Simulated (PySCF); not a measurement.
The multiplicity is imposed and other spin states were not computed.

Species: [Ti(F)3(CH3)] (charge 0, multiplicity 1).

### Question
Estimate the charge on the central atom (meta-Löwdin), charge on the central atom (Mulliken) and HOMO–LUMO gap that PySCF with PBE-D3(BJ)/def2-TZVP // PBE-D3(BJ)/def2-SVP returns for this input.

### Answer

```
Item                                        Value
----------------------------------------  -------
charge on the central atom (meta-Löwdin)   1.44 e
charge on the central atom (Mulliken)      1.34 e
HOMO–LUMO gap                             3.75 eV
```
